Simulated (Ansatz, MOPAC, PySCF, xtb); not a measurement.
Dimer: H2O (SMILES O) (first 3 atoms) with H2Se (SMILES [SeH2]); geometry from B3LYP-D3(BJ)/def2-TZVP.
(charge 0, multiplicity 1):
```xyz
6

O     -0.0328    -0.3862     0.2230
H      0.7161     0.2023     0.0794
H     -0.7987     0.1917     0.3087
Se     0.4879    -0.1701     3.3479
H      0.4462    -1.5691     2.9102
H      0.7464    -0.5546     4.7462
```

Monomers are frozen at their geometry in the pair; levels with a basis set take the counterpoise correction.

Rows in 6-31G* carry no dispersion term and start afresh at each structure (6-31G* with six Cartesian d functions); the Pople sets are all-electron and without relativity. The state that AM1 reach isn't checked.

The values were computed with Ansatz (Gaussian basis) for Hartree–Fock, density functionals and correlated methods; MOPAC for AM1 (differences of heats of formation); PySCF for 6-31G* rows; xtb for the GFN methods. Values without a source in brackets are computed.

Problem. One of these levels gives -0.37 kcal/mol for the interaction energy. Which?
(A) GFN2-xTB
(B) AM1
(C) SVWN5/def2-TZVPPD
(D) HF/6-31G*

Solution. B, AM1. The others give -4.59 (GFN2-xTB), -0.89 (HF/6-31G*), -3.63 (SVWN5/def2-TZVPPD)

Ansatz is a program for electronic structure.
